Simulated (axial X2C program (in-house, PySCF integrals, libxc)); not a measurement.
**LiRh: from the spin-free to the two-component result in a model world with the speed of light multiplied by 1.5**

Computed with an in-house relativistic program for diatomic molecules. Spin-free means the one-electron spin-free X2C Hamiltonian; two-component (2c) means X2C with spin–orbit coupling and atomic mean-field two-electron Coulomb and Gaunt terms, so the difference of the two also holds small scalar two-electron terms; the speed of light was multiplied by 1.5, so these are model numbers, not those of the real molecule. Basis: Rh dyall-v3z [11s12p8d3f2g], Li dyall-v3z [7s8p2d] (cores contracted in-house); Gaussian nuclei, density fitting, unrestricted open shells. Masses: Rh 102.906 u, Li 7.016 u.

Spin-free state: M_S = 1, Λ = 2 (beyond evenly filled blocks: σα, δ+α, δ+β, δ-α); fragments Rh + Li.

```json
{"level": "PBE0", "Re (Å)": "2.346", "ωe (cm⁻¹)": "343.2", "μ (D)": "3.89"}
{"level": "LDA", "Re (Å)": "2.249", "ωe (cm⁻¹)": "414.3", "μ (D)": "4.18"}
```

Dipoles are positive if Li is the positive end.

Two-component determinant lowest at the distance of the search:

Ω = 3 (⟨Sz⟩ = 1.00, ⟨Lz⟩ = 2.00 at PBE0); fragments Rh + Li.

```
level  Re (Å)  ωe (cm⁻¹)  μ (D)
 PBE0   2.348      342.9   3.89
  LDA   2.249      414.0   4.18
```

Problem. From the two tables, how do the constants change at the PBE0 level (2c against spin-free)?

Solution. At the PBE0 level Re rises by 0.002 Å and ωe decreases by 0.3 cm⁻¹.

Occupations by symmetry block were frozen at the best pattern of an incomplete PBE0 search. De is not given where an atomic determinant may have missed its ground term or J level, or where the truncated virtual space spoils (T). Density functionals use the spin component along the axis (collinear). Other states lie close and PBE0, whose exact exchange favours high spin, may order them wrongly; the determinant shown need not be the ground state. The nearest other spin-free determinant of the search, M_S = 0, Λ = 2, lies 0.31 eV up at the distance of the search. The functionals have no current-density term, which raises determinants with orbital currents, atoms included. With several unpaired electrons one determinant need not be a pure state. A state of lower Ω lies just above, and one determinant can place such states too high, so the state shown need not be the lowest. The search has Ω = 1 only 0.12 eV up.
